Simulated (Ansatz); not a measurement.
Several settings on one geometry of BiH2F (that of the charge 0 singlet, PBE-D4/def2-TZVP). Ansatz on 2 threads of Arm Neoverse V1 on a shared host; times are rough.

Cartesian coordinates in Å:
```
Bi 0.0086 0.0290 0.7846
H 1.5244 0.0557 -0.2192
H -0.6608 1.3707 -0.2439
F -0.8722 -1.4554 -0.3215
```

Totals from different functionals, basis sets or treatments of relativity can't be compared as stabilities.

In the def2 sets Bi takes a core potential; there is no spin–orbit coupling. Correlated methods freeze 5 core orbitals; core or outer-core shells of Bi are correlated, in sets that lack core-valence functions.

Question: Give the basis size and estimate the energy, ⟨S²⟩ and time of these runs.

```csv
run,method,charge,state,further keys
1,RKS r2SCAN-rVV10/def2-TZVP,0,singlet,scf: {lower_state_search: off}; forces asked
2,RKS revPBE-D4/def2-mTZVP,0,singlet,scf: {omitted_lower_state_checks: [starts]}
3,RKS B2PLYP/def2-mTZVP,0,singlet,scf: {omitted_lower_state_checks: [starts]}
```

Answer: 
```tsv
run	functions	energy (Eh)	⟨S²⟩	wall time
1	93	-315.7292	–	1.8 s
2	61	-315.7629	–	0.45 s
3	61	-315.3148	–	1.1 s
```
